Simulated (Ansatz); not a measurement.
Saddle point of SiH2ClF3, closed shell (SiHF₃ ([F][SiH]([F])[F]) + HCl → SiHClF₂ ([F][SiH]([F])[Cl]) + HF; bonds formed: Si1–Cl7, F2–H6; bonds broken: Si1–F2, H6–Cl7), PBE0-D4/def2-TZVP structure:

Si1  (-0.477, -0.241, -0.120)
F2  (1.027, -0.684, 0.760)
F3  (-0.090, -1.159, -1.345)
F4  (-1.564, 0.724, -0.784)
H5  (-1.271, -0.797, 0.977)
H6  (1.451, 0.474, 0.562)
Cl7  (0.924, 1.683, -0.050)
(Å)

Energies are electronic, without zero-point energy. Barriers and step energies count from the start structure reached by relaxing down the imaginary mode; all methods use the PBE0-D4 structures, on which another method's saddle can fall below an end. Ansatz 0.2.0; basis: def2-TZVPP, with def2-QZVPP for the basis limit; cores frozen in the correlated methods. B3LYP uses VWN-RPA correlation. Extrapolation: Hartree–Fock as exp(−7.88 √X), correlation as X^−2.97.

```csv
method,barrier (eV),step energy (eV)
SPW92,?,0.416
PBE-D4,1.385,0.414
BLYP-D4,1.623,0.517
r2SCAN-D4,1.543,0.506
B97M-V,1.769,0.550
PBE0-D4,1.594,0.447
B3LYP-D4,1.761,0.541
r2SCAN0-D4,1.685,0.513
BHLYP-D4,1.983,0.582
CAM-B3LYP-D4,?,0.592
wB97X-V,?,0.514
wB97M-V,1.667,0.500
B2PLYP,1.844,0.592
PBE-QIDH,1.761,0.510
RPA on PBE,1.883,0.620
HF,2.620,0.731
MP2,1.806,0.539
CCSD,2.028,0.615
CCSD(T),1.891,0.583
```

Q: Fill in the withheld barriers. (Judge from chemistry; the value comes from the calculation.)

A: The calculation gives: wB97X-V 1.730; SPW92 0.996; CAM-B3LYP-D4 1.778 eV. Each is the energy of the saddle less that of the start structure, by the same method.

For comparison, the barrier by CCSD(T) at an estimated basis limit (MP2 extrapolated from triple and quadruple zeta, plus CCSD(T) − MP2 in triple zeta) is 1.835 eV.

T1 diagnostic: at most 0.012.

Labels in which every atom is bracketed show which atoms are joined, not bond orders.

For scale, one of the runs: CCSD(T)/def2-TZVPP, 205 basis functions, launched by `ansatz run in.yaml --threads 4 --pin off --events-out ev --progress --plain --max-ram 9574MiB`. The run took 74 s on 4 CPU threads of an Arm Neoverse V1 (shared host), with 2.8 GiB of host memory at its peak.
